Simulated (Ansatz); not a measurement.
FH₅O₂Si₂ (`O[SiH2]O[SiH2]F`) at its PBE0-D4/def2-TZVP geometry, where that method's forces vanish. Charge 0, multiplicity 1.

| atom | x (Å) | y (Å) | z (Å) |
| --- | --- | --- | --- |
| O1 | 0.179 | 1.680 | 1.145 |
| Si2 | 0.313 | 1.335 | -0.449 |
| O3 | -0.078 | -0.225 | -0.768 |
| Si4 | -0.512 | -1.633 | -0.100 |
| F5 | 0.398 | -1.895 | 1.189 |
| H6 | 0.819 | 1.301 | 1.751 |
| H7 | 1.701 | 1.536 | -0.929 |
| H8 | -0.653 | 2.215 | -1.136 |
| H9 | -0.252 | -2.720 | -1.065 |
| H10 | -1.916 | -1.595 | 0.362 |

(1) For each bond, give half the difference of the two atoms' forces along it (eV/Å; positive pushes the atoms apart) under PBE-D4, r2SCAN-D4, B3LYP-D4, ωB97M-V in def2-TZVPP. (Estimate.)

Answers

(1) Ansatz gave: 
```csv
bond,length (Å),PBE-D4,r2SCAN-D4,B3LYP-D4,ωB97M-V
O1–Si2,1.637,0.26,0.04,0.16,0.15
O1–H6,0.959,0.33,0.01,-0.02,-0.06
Si2–O3,1.639,0.14,0.02,0.08,0.09
Si2–H7,1.483,-0.03,-0.04,-0.13,-0.18
Si2–H8,1.476,0.01,-0.03,-0.14,-0.19
O3–Si4,1.618,0.19,0.03,0.09,0.11
Si4–F5,1.599,0.46,0.03,0.21,0.17
Si4–H9,1.477,-0.03,-0.04,-0.15,-0.20
Si4–H10,1.478,-0.03,-0.03,-0.12,-0.18
```

B3LYP here is the variant with VWN-RPA as its local correlation; programs differ in this.
